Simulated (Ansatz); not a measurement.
Relaxation of GaH$_{4}$N (6 atoms, charge 0, multiplicity 1), to a largest force component of 0.03 eV/Å in at most 50 steps.

Computed with Ansatz 0.2.0, RKS PBE-D4/def2-SVPD.

```xyz
6
Properties=species:S:1:pos:R:3:forces:R:3
Ga -0.812 -0.625 -0.033 -0.03 -0.05 0.01
H 1.840 -0.097 0.816 1.51 -1.61 1.50
N -0.521 0.941 -0.670 -0.05 0.11 -0.06
H 1.439 0.327 0.416 -1.35 1.58 -1.42
H -0.703 -2.001 0.661 -0.01 0.02 -0.01
H -1.243 1.455 -1.191 -0.06 -0.04 -0.01
```

Problem. Where does it end, and by what steps?

Solution. The run converged. The force dipped under the threshold on the way, but the program's further checks kept it going. After 7 steps the energy has fallen by 0.104 eV; H4 moved furthest, 0.20 Å.

| step | energy less start (eV) | largest force component (eV/Å) | accepted |
| --- | --- | --- | --- |
| 0 | 0.0000 | 1.611 | yes |
| 1 | -0.0990 | 0.326 | yes |
| 2 | -0.0948 | 0.317 | no |
| 3 | -0.1024 | 0.087 | yes |
| 4 | -0.1036 | 0.036 | yes |
| 5 | -0.1037 | 0.015 | yes |
| 6 | -0.1033 | 0.055 | no |
| 7 | -0.1037 | 0.020 | yes |

```xyz
6
Properties=species:S:1:pos:R:3
Ga -0.845 -0.582 -0.069
H 1.947 -0.234 0.907
N -0.640 0.993 -0.723
H 1.622 0.336 0.502
H -0.681 -1.940 0.644
H -1.403 1.426 -1.260
```

Whether the end is a true minimum wasn't checked by a vibrational analysis.

The run took 15 s on 2 threads of Arm Neoverse N1, on a shared host, peak memory 0.15 GiB.
